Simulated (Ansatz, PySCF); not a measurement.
B3H5N3, SMILES [B]1NBNBN1 (connectivity only; charge and spin as stated), charge +1, multiplicity 1. Atoms are numbered in the order given.

```xyz
11

B      0.0000     0.0000     1.2112
N      0.0000    -1.2848     0.8322
B      0.0000    -1.2809    -0.6624
N      0.0000     0.0000    -1.2881
B      0.0000     1.2809    -0.6624
N      0.0000     1.2848     0.8322
H      0.0000    -2.1556     1.3560
H      0.0000    -2.3273    -1.2354
H      0.0000     0.0000    -2.3071
H      0.0000     2.3273    -1.2354
H      0.0000     2.1556     1.3560
```
Charge +1, spin multiplicity 1.

Coordinates come from a B3LYP-D3(BJ)/def2-SVP optimisation. The spin state was assumed, not searched. The isomer is the one that the SMILES or the coordinates give; other isomers of the formula were not compared.

Vertical ionisation energy (IE) and electron affinity (EA) in eV. Rows of orbital energies are one-electron estimates. Where ΔSCF, EOM or ADC give a negative EA the extra electron is unbound and the value depends on the basis.

```
level                                                                   IE    EA
-------------------------------------------------------------------  -----  ----
−ε(HOMO), −ε(LUMO), r2SCAN/def2-TZVP (PySCF)                         12.99  8.00
−ε(HOMO), −ε(LUMO), PBE/def2-TZVP (PySCF)                              [?]   [?]
ΔSCF, PBE0/def2-SVPD (Ansatz), final states of multiplicity 2 and 2  16.30  5.56
ΔSCF, PBE/def2-SVPD (Ansatz), final states of multiplicity 2 and 2   16.20  5.54
```

Some entries are withheld; supply them. (Estimate from the structure and the level; the computed values follow.)


- −ε(HOMO), −ε(LUMO), PBE/def2-TZVP (PySCF), IE: 12.76
- −ε(HOMO), −ε(LUMO), PBE/def2-TZVP (PySCF), EA: 8.42

What vertical singlet–triplet gap does ΔSCF give with PBE0/def2-SVPD (Ansatz, a first-principles code) and with PBE/def2-SVPD (Ansatz)? (Estimate from the structure and the level; the computed values follow.)

4.89 and 4.77 eV (triplet above singlet where positive).
